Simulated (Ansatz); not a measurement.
`BC#N` + `N=C=N` → `BN=C=N` + `C#N` at 600 K and 1 bar (ligand exchange at a B–C bond).

Calculated with Ansatz (gas phase, PBE0-D4/def2-TZVP geometries, no zero-point term in ΔE). CBS: MP2 limit from def2 TZ/QZ plus the TZ coupled-cluster correction, frozen cores. This one scheme is used for every species. One conformer a species, not always the lowest.

```
 species  CCSD(T)/CBS energy (Eh)  H − E (kJ/mol)  S (J/(mol·K))
  `BC#N`               -118.71067           105.4          291.0
 `N=C=N`               -148.62207           116.7          281.2
`BN=C=N`               -174.03719           160.4          345.5
   `C#N`                -93.32098            64.3          228.4
```

H − E and S are ideal-gas, rigid-rotor, harmonic terms from PBE0-D4/def2-TZVP, for one conformer and one mirror image of each species. 1 Eh = 2625.50 kJ/mol, R = 8.31446 J/(mol·K).

Question: By hand: ΔE, ΔH, ΔS and ΔG.

Answer: ΔE = (-174.03719) + (-93.32098) − (-118.71067) − (-148.62207) = -0.02543 Eh = -66.8 kJ/mol. Δ(H − E) = 160.4 + 64.3 − 105.4 − 116.7 = 2.6, so ΔH = -64.2 kJ/mol. ΔS = 345.5 + 228.4 − 291.0 − 281.2 = 1.7 J/(mol·K). ΔG = -64.2 − 600 × (1.7)/1000 = -65.2 kJ/mol.

Question: By hand: the equilibrium constant, and the temperature at which ΔG would vanish if ΔH and ΔS stayed fixed.

Answer: log₁₀ K = −ΔG/(RT ln 10) = 5.7. ΔH and −TΔS have one sign here, so there is no such temperature. One of them is within its doubt of zero, so this could turn.

The number of gas molecules stays the same, so ΔS is small and ΔH decides. A doubt of 5 kJ/mol in ΔE shifts log₁₀ K by 0.4 here. Other conformers and mirror images would add mixing entropy, several J/(mol·K) or more a flexible species. These are equilibria of isolated gas molecules and say nothing of rates. Largest T1 diagnostic: 0.017 (customary marks: 0.02 for closed shells, 0.045 for open ones).
